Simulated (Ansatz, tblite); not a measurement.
Cost and result up the ladder for OsO3⁻ (4 atoms). Charge -1, multiplicity 2. Geometry: PBE-D4/def2-TZVPD.

```xyz
4

Os   -0.054    0.045    0.046
O    -0.114    1.737   -0.352
O     1.091   -0.900   -0.928
O    -0.923   -0.882    1.235
```

Ansatz on 4 threads of Intel Xeon on a shared host; xTB runs through tblite on one thread. Times are rough, summed over both states, and most runs start from the orbitals of an earlier one. PBE0-D4/def2-TZVPD serves as the yardstick here, not as an exact answer. The other state is a singlet.

In the def2 sets Os takes a core potential; there is no spin–orbit coupling. The xTB rows come from tblite. The structure comes from a short search, and lower isomers may exist.

Raw xTB energies of ions are shifted by several eV, and xTB has no spin-polarisation term.

```csv
level,functions,wall time,vertical IE (eV),difference from PBE0-D4/def2-TZVPD (eV),remarks
GFN1-xTB,21,0.012 s,8.66,5.59,–
GFN2-xTB,21,0.016 s,8.15,5.08,–
PBE-D4/def2-TZVPD,163,11 s,2.63,-0.43,HOMO above zero (-1 doublet)
r2SCAN-D4/def2-TZVPD (with forces),163,15 s,2.84,-0.23,HOMO above zero (-1 doublet)
PBE0-D4/def2-TZVPD,163,21 s,3.07,0.00,–
```
